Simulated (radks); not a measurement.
Species: Ru8+. Configuration: [Kr] (the NIST ground configuration). All-electron calculation, Dirac Kohn-Sham, PBE, spin-unpolarised, spherical densities, finite nucleus; Fermi nuclear charge, rms radius 4.4809 fm. Program: a radial shooting solver on a logarithmic mesh with Libxc functionals.

Spin-orbit splittings of the eigenvalues, e(l+1/2) - e(l-1/2), with zeta = 2 splitting/(2l+1) and mean radii in bohr:

shell  occ.  splitting (eV)  zeta (eV)  <r> j=l-1/2  <r> j=l+1/2
2p        6           130.9      87.27       0.1236       0.1284
3p        6           22.33      14.89       0.3947       0.4052
3d       10           4.371      1.748       0.3802       0.3836
4p        6               ?          ?        1.017        1.038

Estimate the 4p splitting.

Answer. 4.120 eV (zeta = 2.747 eV).
